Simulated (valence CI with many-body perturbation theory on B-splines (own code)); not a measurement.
# E1 line list for Sr³²⁺

Calculated by configuration interaction combined with many-body perturbation theory (CI+MBPT): four valence electrons over a frozen Dirac-Fock core [He], radial functions for each j: 11 s, 11 p, 10 d, 8 f, 5 g, 2 h, with the one-electron correlation potential Σ1, the two-electron term Σ2, the three-electron term Σ3, Breit, model QED; selected CI, second order for the rest, scaled by the run's own slope (own B-spline code, finite nucleus).

The last digits are not significant, and no measured levels were compared; by estimate large intervals hold to a few tenths of a per cent, small ones and those within an open d or f shell to about a per cent. Among the levels kept, up to 1100 cm⁻¹ of a level comes from second order outside the variational space, and about a tenth of that is noise between levels of different J, which matters for small intervals.

Lines 51 to 100 of 542 in falling wavelength, among levels below 2751.2 eV, chosen from the strongest by gf and those to the six lowest levels. Wavelengths and rates use the calculated energies. Electric multipoles are in the length gauge, E1 and E2 with the static RPA response of the core. Weak lines are less certain than strong ones. Lines between different terms over intervals too small for the method are left out, as are lines whose strength nearly cancels. The highest levels of a list are the least certain.

Levels are named by their leading jj configuration (3d3/2^4 stands for four electrons in 3d with j = 3/2), which in mixed levels can hold well under half, so a name can repeat and another be missing. Letters in brackets count levels of one name in rising energy.

```
λ vac (Å)                           Upper                           Lower   A (s⁻¹)  S (a.u.) with core polarisation  S without
    240.6          (2s 2p1/2^2 3d5/2) J=2          (2s 2p1/2^2 3p3/2) J=1  4.41e+09                         1.51e-01   1.51e-01
    239.9  (2s 2p1/2 2p3/2 3d5/2) J=3 [b]  (2s 2p1/2 2p3/2 3p3/2) J=2 [b]  3.02e+09                         1.44e-01   1.44e-01
    239.4  (2s 2p1/2 2p3/2 3p3/2) J=2 [b]     (2s 2p1/2 2p3/2 3s) J=2 [b]  4.00e+09                         1.36e-01   1.36e-01
    238.3          (2s 2p1/2^2 3p3/2) J=1             (2s 2p1/2^2 3s) J=0  4.47e+09                         8.95e-02   8.95e-02
    237.8  (2s 2p1/2 2p3/2 3d3/2) J=3 [b]  (2s 2p1/2 2p3/2 3p1/2) J=2 [b]  1.89e+09                         8.79e-02   8.79e-02
    236.8  (2s 2p1/2 2p3/2 3p1/2) J=2 [b]         (2s 2p1/2 2p3/2 3s) J=3  4.67e+09                         1.53e-01   1.53e-01
    236.1  (2s 2p1/2 2p3/2 3d3/2) J=2 [b]  (2s 2p1/2 2p3/2 3p1/2) J=2 [b]  2.59e+09                         8.42e-02   8.42e-02
    232.4          (2s 2p3/2^2 3d3/2) J=3          (2s 2p3/2^2 3p1/2) J=3  1.67e+09                         7.25e-02   7.25e-02
    229.6          (2s^2 2p3/2 3p3/2) J=1             (2s^2 2p3/2 3s) J=1  4.27e+09                         7.66e-02   7.66e-02
    229.6  (2s 2p1/2 2p3/2 3d3/2) J=2 [d]  (2s 2p1/2 2p3/2 3p1/2) J=1 [c]  2.57e+09                         7.69e-02   7.69e-02
    229.5   (2p1/2 2p3/2^2 3p3/2) J=3 [b]          (2p1/2 2p3/2^2 3s) J=3  3.22e+09                         1.35e-01   1.35e-01
    228.6      (2s 2p3/2^2 3p3/2) J=1 [a]         (2s 2p3/2^2 3s) J=2 [a]  5.54e+09                         9.80e-02   9.80e-02
    228.1  (2s 2p1/2 2p3/2 3d3/2) J=1 [b]  (2s 2p1/2 2p3/2 3p1/2) J=2 [b]  3.82e+09                         6.72e-02   6.72e-02
    228.0  (2s 2p1/2 2p3/2 3d3/2) J=2 [a]  (2s 2p1/2 2p3/2 3p1/2) J=2 [a]  2.39e+09                         6.98e-02   6.98e-02
    226.4       (2p1/2^2 2p3/2 3d3/2) J=2       (2p1/2^2 2p3/2 3p1/2) J=2  2.64e+09                         7.57e-02   7.57e-02
    226.2       (2p1/2 2p3/2^2 3p3/2) J=4          (2p1/2 2p3/2^2 3s) J=3  8.98e+09                         4.62e-01   4.62e-01
    226.2      (2s 2p3/2^2 3p3/2) J=3 [b]         (2s 2p3/2^2 3s) J=2 [b]  5.87e+09                         2.35e-01   2.35e-01
    226.1      (2s 2p1/2 2p3/2 3d3/2) J=4  (2s 2p1/2 2p3/2 3p3/2) J=3 [a]  2.26e+09                         1.16e-01   1.16e-01
    225.3   (2p1/2 2p3/2^2 3p3/2) J=2 [a]      (2p1/2 2p3/2^2 3s) J=2 [a]  3.30e+09                         9.32e-02   9.32e-02
    224.8      (2s 2p3/2^2 3d5/2) J=3 [b]      (2s 2p3/2^2 3p1/2) J=2 [b]  2.51e+09                         9.87e-02   9.87e-02
    224.5   (2p1/2 2p3/2^2 3p3/2) J=3 [a]      (2p1/2 2p3/2^2 3s) J=2 [a]  7.93e+09                         3.10e-01   3.10e-01
    224.0       (2p1/2^2 2p3/2 3p3/2) J=3          (2p1/2^2 2p3/2 3s) J=2  7.34e+09                         2.85e-01   2.85e-01
    223.7  (2s 2p1/2 2p3/2 3p3/2) J=2 [a]     (2s 2p1/2 2p3/2 3s) J=1 [a]  3.33e+09                         9.18e-02   9.19e-02
    223.0      (2s 2p1/2 2p3/2 3p1/2) J=3     (2s 2p1/2 2p3/2 3s) J=2 [a]  2.62e+09                         1.01e-01   1.01e-01
    222.7  (2s 2p1/2 2p3/2 3p3/2) J=1 [b]     (2s 2p1/2 2p3/2 3s) J=2 [b]  5.76e+09                         9.42e-02   9.43e-02
    221.7       (2p1/2^2 2p3/2 3d3/2) J=2       (2p1/2^2 2p3/2 3p1/2) J=1  2.97e+09                         7.98e-02   7.98e-02
    220.9          (2s 2p3/2^2 3d3/2) J=3      (2s 2p3/2^2 3p1/2) J=2 [a]  1.85e+09                         6.90e-02   6.90e-02
    219.3       (2p1/2^2 2p3/2 3d3/2) J=3       (2p1/2^2 2p3/2 3p1/2) J=2  5.44e+09                         1.98e-01   1.98e-01
    217.5  (2s 2p1/2 2p3/2 3d3/2) J=3 [a]  (2s 2p1/2 2p3/2 3p1/2) J=2 [a]  4.21e+09                         1.50e-01   1.50e-01
    216.7  (2s 2p1/2 2p3/2 3p3/2) J=3 [c]     (2s 2p1/2 2p3/2 3s) J=2 [c]  7.25e+09                         2.55e-01   2.55e-01
    215.7      (2s 2p3/2^2 3d3/2) J=2 [a]      (2s 2p3/2^2 3p1/2) J=2 [a]  3.89e+09                         9.64e-02   9.64e-02
    215.4  (2s 2p1/2 2p3/2 3p3/2) J=3 [b]     (2s 2p1/2 2p3/2 3s) J=2 [b]  5.24e+09                         1.81e-01   1.81e-01
    215.1          (2s^2 2p3/2 3d3/2) J=2          (2s^2 2p3/2 3p1/2) J=1  2.46e+09                         6.05e-02   6.05e-02
    215.0          (2s^2 2p3/2 3p3/2) J=3             (2s^2 2p3/2 3s) J=2  7.29e+09                         2.50e-01   2.50e-01
    212.9      (2s 2p3/2^2 3d3/2) J=2 [b]      (2s 2p3/2^2 3p1/2) J=1 [a]  3.78e+09                         9.00e-02   9.00e-02
    211.9      (2s 2p1/2 2p3/2 3d3/2) J=4      (2s 2p1/2 2p3/2 3p1/2) J=3  2.19e+09                         9.27e-02   9.27e-02
    211.3      (2s 2p1/2 2p3/2 3p3/2) J=4         (2s 2p1/2 2p3/2 3s) J=3  9.55e+09                         4.00e-01   4.00e-01
    211.0  (2s 2p1/2 2p3/2 3p3/2) J=2 [c]     (2s 2p1/2 2p3/2 3s) J=2 [c]  2.83e+09                         6.56e-02   6.56e-02
    210.6          (2s 2p1/2^2 3d3/2) J=2          (2s 2p1/2^2 3p1/2) J=1  5.63e+09                         1.30e-01   1.30e-01
    210.4       (2p1/2^2 2p3/2 3p3/2) J=2          (2p1/2^2 2p3/2 3s) J=1  6.47e+09                         1.49e-01   1.49e-01
    210.2          (2s^2 2p3/2 3d3/2) J=3          (2s^2 2p3/2 3p1/2) J=2  4.42e+09                         1.42e-01   1.42e-01
    209.2  (2s 2p1/2 2p3/2 3p3/2) J=3 [a]     (2s 2p1/2 2p3/2 3s) J=2 [a]  2.83e+09                         8.96e-02   8.96e-02
    208.7      (2s 2p3/2^2 3p3/2) J=3 [a]             (2s 2p3/2^2 3s) J=3  4.68e+09                         1.47e-01   1.47e-01
    208.4  (2s 2p1/2 2p3/2 3d3/2) J=3 [c]  (2s 2p1/2 2p3/2 3p1/2) J=2 [c]  6.45e+09                         2.02e-01   2.02e-01
    207.2       (2p1/2^2 2p3/2 3d3/2) J=1       (2p1/2^2 2p3/2 3p1/2) J=1  5.48e+09                         7.22e-02   7.22e-02
    206.9          (2s 2p3/2^2 3p3/2) J=4             (2s 2p3/2^2 3s) J=3  9.56e+09                         3.76e-01   3.76e-01
    206.0      (2s 2p3/2^2 3d3/2) J=1 [a]      (2s 2p3/2^2 3p1/2) J=2 [a]  5.34e+09                         6.92e-02   6.92e-02
    205.3  (2s 2p1/2 2p3/2 3d3/2) J=2 [c]  (2s 2p1/2 2p3/2 3p1/2) J=1 [b]  3.91e+09                         8.35e-02   8.36e-02
    205.1  (2s 2p1/2 2p3/2 3p3/2) J=2 [d]     (2s 2p1/2 2p3/2 3s) J=1 [c]  7.67e+09                         1.63e-01   1.63e-01
    204.8          (2s 2p3/2^2 3d3/2) J=4          (2s 2p3/2^2 3p1/2) J=3  6.57e+09                         2.50e-01   2.51e-01
```
